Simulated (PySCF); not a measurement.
FGa, charge +1, doublet, at a GFN2-xTB geometry (such geometries of metal compounds can be far from the true shape) (a state made from the parent by changing its charge; the spin is typed, not shown lowest). Base run: B3LYP/cc-pVDZ (PySCF).

The PySCF input:
```python
from pyscf import gto, scf, dft

mol = gto.M(
    atom='''
Ga   -0.00000000   -0.00000000   -0.41893312
F     0.00000000    0.00000000    1.44299185
''',
    basis='cc-pvdz',
    charge=1,
    spin=1,
    verbose=4,
)

mf = dft.UKS(mol)
mf.xc = 'b3lyp'
mf.kernel()
mo_i, mo_e, stable_i, stable_e = mf.stability(internal=True, external=False, return_status=True, nroots=6, tol=1e-6)
print('internally stable:', stable_i, ' externally stable:', stable_e)
if not stable_i:
    umf = mf.copy()
    umf.scf_summary = {}
    umf.kernel(umf.make_rdm1(mo_i, mf.mo_occ))
```

The bond that is stretched is that between atoms 2 and 1. A test that says stable can miss a lower solution.

Each row names what was changed in the base input (with any setting that the change needs).

```json
[
 {"change": "base", "ΔE vs base (kcal/mol)": "0.000", "<S^2>": "0.757", "E after following the instability (Eh)": "-", "<S^2> there": "-", "stability test says": "internally stable (external not tested)", "outcome": "converged"},
 {"change": "bond × 1.25", "ΔE vs base (kcal/mol)": "20.35", "<S^2>": "0.761", "E after following the instability (Eh)": "-", "<S^2> there": "-", "stability test says": "internally stable (external not tested)", "outcome": "converged"},
 {"change": "bond × 1.5", "ΔE vs base (kcal/mol)": "27.30", "<S^2>": "0.752", "E after following the instability (Eh)": "-2024.34579", "<S^2> there": "0.75", "stability test says": "internal instability", "outcome": "converged"},
 {"change": "bond × 1.8", "ΔE vs base (kcal/mol)": "25.49", "<S^2>": "0.751", "E after following the instability (Eh)": "-2024.34285", "<S^2> there": "0.75", "stability test says": "internal instability", "outcome": "converged"},
 {"change": "bond × 2.2", "ΔE vs base (kcal/mol)": "-", "<S^2>": "-", "E after following the instability (Eh)": "-", "<S^2> there": "-", "stability test says": "-", "outcome": "not converged"},
 {"change": "bond × 3.0", "ΔE vs base (kcal/mol)": "29.14", "<S^2>": "0.751", "E after following the instability (Eh)": "-", "<S^2> there": "-", "stability test says": "internally stable (external not tested)", "outcome": "converged"}
]
```

On stretching, the SCF can end on different states; <S^2> shows the spin contamination of each.
